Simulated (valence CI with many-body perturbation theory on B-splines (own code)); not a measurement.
**Run record, Pm XL**

Computed by valence CI with perturbative core correlation (CI+MBPT): four valence electrons over a frozen Dirac-Fock core [Ar], radial functions for each j: 5 s, 5 p, 3 d, 3 f, with the one-electron correlation potential Σ1 (screened to all orders), the two-electron term Σ2, the three-electron term Σ3, Breit, model QED; selected single and double excitations, second order for the rest, scaled by the run's own slope (own B-spline code, finite nucleus).

Command, and the settings that its task file holds:

```sh
python run_cv.py task.json out
```

```
atom Pm  Z=61  mass_number=145  rms_radius_fm=4.9620
core [Ar]
valence 3d4
avg = 1
basis = S
breit = 1
cap = 10000
capref = 1200
cscale = 1
de = 0.0
dress = 0
eps = 2e-08
extrap = 1
h = 0.27
hh = 1
l2 = 3
lcore = 6
maxit = 60
n2 = 5
natural = 0
nlev = 20
nno = [2, 2, 1, 1, 0]
nroot = 26
nsp = [3, 3, 2, 2, 0]
pt2 = 1
qed = 1
rpa = 1
s1 = 1
s2 = 1
s3 = 1
screen = 1
tol = 2e-05
whole = 1
```

It took 16 s on 1 thread of AMD EPYC 7R43 64-Core Processor (Zen 3), with other jobs on the host.

Log. The first blocks belong to the next ion, which gives the ionisation energy. Fields: 2J, parity (1 odd), roots, reference size, generating configurations, candidates as configurations/state functions, variational space P, stored matrix elements, Davidson steps; e2 is the range of second-order energies in hartree. The first line gives the box (bohr), its intervals, the orbitals and the steps of their self-consistent field. Window is the range of levels sought, series limit the energy at which the first omitted orbital would enter, core excitation an estimate of the first excitation out of the core, left out the lowest levels not solved, and shifts from estimates the range by which levels moved from their first estimate, all in cm⁻¹.

```
rmax 2.9 intervals 57 orbitals 27 references ['3d4', '3d3 4s', '3d3 4p'] scf 4 t 0.8
2J=3 par=0 roots 2 ref 27 generators 4 cand 306/706 P 322/733 nnz 0 it 0
2J=3 par=0 roots 2 ref 27 generators 4 cand 61/132 P 383/865 nnz 0 it 0
   second order: generators 7 cand 343/768 e2 -0.00000 -0.00000
2J=5 par=0 roots 2 ref 29 generators 3 cand 296/775 P 311/804 nnz 0 it 0
2J=5 par=0 roots 2 ref 29 generators 3 cand 71/169 P 382/973 nnz 0 it 0
   second order: generators 5 cand 342/868 e2 -0.00000 -0.00000
2J=7 par=0 roots 2 ref 22 generators 2 cand 286/739 P 298/761 nnz 0 it 0
2J=7 par=0 roots 2 ref 22 generators 2 cand 38/71 P 336/832 nnz 0 it 0
   second order: generators 6 cand 316/763 e2 -0.00000 -0.00000
reference levels 556, estimated 32, window 708556 1/cm; series limit 15694915, core excitation 1856557
2J=0 par=0 roots 3 ref 17 generators 4 cand 80/123 P 546/917 nnz 0 it 0
   second order: generators 5 cand 181/389 e2 -0.00000 -0.00000
2J=2 par=0 roots 4 ref 36 generators 3 cand 128/525 P 467/1953 nnz 0 it 3
2J=2 par=0 roots 4 ref 36 generators 3 cand 95/372 P 562/2325 nnz 0 it 3
   second order: generators 4 cand 362/2451 e2 -0.00000 -0.00000
2J=4 par=0 roots 6 ref 51 generators 4 cand 165/879 P 541/3077 nnz 2.2e+06 it 3
2J=4 par=0 roots 6 ref 51 generators 4 cand 42/233 P 583/3310 nnz 2.5e+06 it 3
   second order: generators 6 cand 706/6220 e2 -0.00000 -0.00000
2J=8 par=0 roots 6 ref 42 generators 4 cand 167/849 P 534/2976 nnz 2.2e+06 it 3
2J=8 par=0 roots 6 ref 42 generators 4 cand 12/44 P 546/3020 nnz 2.3e+06 it 3
   second order: generators 5 cand 362/3505 e2 -0.00000 -0.00000
2J=6 par=0 roots 5 ref 49 generators 3 cand 142/819 P 466/2929 nnz 2.1e+06 it 3
2J=6 par=0 roots 5 ref 49 generators 3 cand 91/465 P 557/3394 nnz 2.8e+06 it 3
   second order: generators 3 cand 0/0 e2 -0.00000 -0.00000
2J=10 par=0 roots 2 ref 25 generators 2 cand 140/602 P 403/1991 nnz 0 it 3
2J=10 par=0 roots 2 ref 25 generators 2 cand 57/178 P 460/2169 nnz 0 it 4
   second order: generators 2 cand 20/20 e2 -0.00000 -0.00000
2J=12 par=0 roots 2 ref 14 generators 2 cand 114/333 P 376/1391 nnz 0 it 3
2J=12 par=0 roots 2 ref 14 generators 2 cand 18/24 P 394/1415 nnz 0 it 4
   second order: generators 2 cand 0/0 e2 -0.00000 -0.00000
left out: unestimated 1044237, estimated 865298, shifts from estimates -0 to 0
operators 1.1
```

The Davidson iterations converged. The settings are bad on purpose, so the numbers may not be properties of the ion.

No measured spectrum was set against this ion. As an estimate, large intervals hold to a few tenths of a per cent, small ones and those within an open d or f shell to about a per cent. Only levels of the ground parity were solved; by the run's estimate the other parity begins above the list, which can be wrong where configurations are misplaced.

| Quantity | Value |
| --- | --- |
| Valence energy | -449.1617 hartree |
| Ionisation energy | 2891.9 eV (NIST: 2892 ± 4 eV (theoretical)) |
| Reference configurations for the orbitals | 3d4, 3d3 4s, 3d3 4p |
| Radial orbitals | 27 |
| Box radius | 2.865 bohr |
| Largest variational space | 3394 |
| Lowest levels | (3d3/2^4) J=0 0, (3d3/2^3 3d5/2) J=1 174630, (3d3/2^3 3d5/2) J=2 251310, (3d3/2^3 3d5/2) J=4 253920, (3d3/2^3 3d5/2) J=3 278420, (3d3/2^2 3d5/2^2) J=0 408680, (3d3/2^2 3d5/2^2) J=4 [a] 425580, (3d3/2^2 3d5/2^2) J=2 [a] 429940, (3d3/2^2 3d5/2^2) J=3 [a] 440910, (3d3/2^2 3d5/2^2) J=5 468040, (3d3/2^2 3d5/2^2) J=6 487200, (3d3/2^2 3d5/2^2) J=1 487920, (3d3/2^2 3d5/2^2) J=4 [b] 517500, (3d3/2^2 3d5/2^2) J=3 [b] 522670 cm⁻¹ |

Levels are named by their leading jj configuration (3d3/2^4 stands for four electrons in 3d with j = 3/2), which in mixed levels can hold well under half, so a name can repeat and another be missing. Letters in brackets count levels of one name in rising energy.
